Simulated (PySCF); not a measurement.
**Sm(NO2)2 at several levels of theory**

Computed with PySCF 2.14.0 (density fitting, no spin-orbit coupling) at the geometry relaxed with PBE0:

```xyz
7
Sm(NO2)2 (singlet in the valence; each metal's 4f electrons, 6 of them, lie in its core potential, out of spins and levels)
Sm    0.0000    0.0000    0.0000
O     0.7442    0.7442    2.2810
O    -0.7442   -0.7442    2.2810
N     0.0000    0.0000    2.9598
O     0.7442   -0.7442   -2.2810
O    -0.7442    0.7442   -2.2810
N     0.0000    0.0000   -2.9598
```

```
level                                                 basis    state  HOMO (eV)  gap (eV)  charge on Sm1 (e)  population of f-type functions on Sm1 (polarisation alone where 4f lies in the core)  dipole about the centre of mass (D)  largest force component (eV/Å)
 PBE0     Sm lcecp-0-SVP with ECP52, O def2-SVP, N def2-SVP  singlet          –         –               1.10                                                                                  0.03                                 0.00                            0.01
 BP86                                              the same  singlet          –         –               0.96                                                                                  0.03                                 0.00                            1.57
M06-L                                              the same  singlet          –         –               1.17                                                                                  0.02                                 0.00                            0.83
   HF                                              the same  singlet          –         –               1.39                                                                                  0.02                                 0.00                            2.14
 PBE0  Sm lcecp-0-TZVP with ECP52, O def2-TZVP, N def2-TZVP  singlet          –         –               1.34                                                                                  0.04                                 0.00                            0.14
```

In the lcecp rows the 4f levels are missing from HOMO and gap, and the state counts the valence alone.

Charges are Mulliken's, which hang on the basis. The relaxation used the grid (50, 194), these runs (75, 302) or, all-electron (x2c bases, spin-free X2C Hamiltonian), (99, 590).

Q: What does TPSSh with Sm lcecp-0-SVP with ECP52, O def2-SVP, N def2-SVP give here?

A: state singlet, charge on Sm1 (e) 1.06, population of f-type functions on Sm1 (polarisation alone where 4f lies in the core) 0.02, dipole about the centre of mass (D) 0.00, largest force component (eV/Å) 0.98. Time: 9.5 s on 2 threads of Arm Neoverse V1 (shared host), from an already converged density.

An lcecp potential fixes the number of 4f electrons, so in runs with it no electron can move into or out of that shell.
